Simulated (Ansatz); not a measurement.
Total energies of C₂H₂OZn, SMILES `C1=[CH][Zn][O]1`.

```xyz
6

C     0.382    0.180   -0.396
C    -0.714   -0.431    0.110
Zn   -0.011    0.263    1.799
O     1.256    0.836    0.331
H     0.585    0.145   -1.475
H    -1.498   -0.993   -0.369
```

The species carries charge 0 and has multiplicity 1. For Zn the d shell is correlated and the shells below it are frozen. Scalar relativity is left out up to krypton. All single points use the PBE0-D4/def2-TZVP geometry. Basis def2-TZVPP, Ansatz 0.2.0.

RPA on PBE orbitals: Hartree–Fock energy of these orbitals -1929.44041 Eh, correlation -1.50097 Eh (frozen core).

| functional | kind | energy without D4 (Eh) | D4 term (kJ/mol) |
| --- | --- | --- | --- |
| PBE | GGA | -1931.57068 | -10.7 |
| revPBE | GGA | -1931.85085 | -35.8 |
| BLYP | GGA | -1932.06201 | -24.6 |
| B97M-V | meta-GGA with VV10 | -1931.63216 | – |
| PBE0 | global hybrid, 25 % exact exchange | -1931.58236 | -8.9 |
| B3LYP | global hybrid, 20 % | -1932.05893 | -17.6 |
| r2SCANh | meta-GGA hybrid, 10 % | -1931.88496 | -2.5 |
| HSE06 (plane-wave form) | screened hybrid | -1931.57374 | -8.2 |
| BHLYP | global hybrid, 50 % | -1931.86953 | -13.3 |
| CAM-B3LYP | range-separated hybrid | -1932.04559 | -8.9 |
| LC-ωPBE | long-range corrected hybrid | -1931.65947 | – |
| ωB97X-V | range-separated hybrid GGA with VV10 | -1931.78004 | – |
| ωB97M-V | range-separated hybrid meta-GGA with VV10 | -1931.85475 | – |
| PBE-QIDH | double hybrid | -1931.30716 | – |

Problem. Give the same for LDA (SPW92), r2SCAN, r2SCAN0, B2PLYP. (Best estimate.)

Solution. Ansatz gave: 
```csv
functional,kind,energy without D4 (Eh),D4 term (kJ/mol)
LDA (SPW92),LDA,-1927.87813,–
r2SCAN,meta-GGA,-1931.91270,-2.4
r2SCAN0,"meta-GGA hybrid, 25 %",-1931.84547,-2.8
B2PLYP,double hybrid,-1931.61252,–
```

B3LYP takes the VWN-RPA correlation (the form of Gaussian; ORCA's B3LYP/G). HSE06 is the plane-wave form, built on full-range PBE exchange. The double hybrids freeze the cores in their second-order part.

LC-ωPBE has ω = 0.4 bohr⁻¹.
